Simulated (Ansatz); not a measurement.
One change: `OB1CC1Cl` becomes `ClC1BC1`.

Ansatz, PBE0-D4/def2-TZVP geometries, multiplicity 1. Each molecule was computed in one conformer, which needn't be the lowest.

| property | `OB1CC1Cl` |
| --- | --- |
| HOMO energy (ωB97M-V/def2-TZVPP) / eV | -9.35 |
| size of the dipole moment (B3LYP/def2-TZVPP) / D | 1.74 |
| HOMO energy (PBE/def2-TZVPP) / eV | -5.77 |
| HOMO energy (PBE0/def2-TZVPP) / eV | -7.10 |
| HOMO–LUMO gap (PBE0/def2-TZVPP) / eV | 6.36 |
| HOMO–LUMO gap (ωB97M-V/def2-TZVPP) / eV | 10.72 |

(1) What does the change do to each property? (An estimate is asked.)

Answers

(1) Computed: 
```tsv
property	`ClC1BC1`	shift
HOMO energy (ωB97M-V/def2-TZVPP) / eV	-9.60	-0.25
size of the dipole moment (B3LYP/def2-TZVPP) / D	1.88	0.14
HOMO energy (PBE/def2-TZVPP) / eV	-6.07	-0.30
HOMO energy (PBE0/def2-TZVPP) / eV	-7.35	-0.25
HOMO–LUMO gap (PBE0/def2-TZVPP) / eV	5.43	-0.93
HOMO–LUMO gap (ωB97M-V/def2-TZVPP) / eV	9.70	-1.02
```

With PBE0 the HOMO falls by 0.25 eV and the LUMO falls by 1.19 eV, so the gap narrows by about 0.94 eV. PBE moves the HOMO by -0.30 eV and ωB97M-V by -0.25 eV. The zero-point energy changes by -20.5 kJ/mol with -3 modes. Dipoles are sizes alone; their direction can turn.

B3LYP here is the variant with VWN-RPA as its local correlation; programs differ in this.
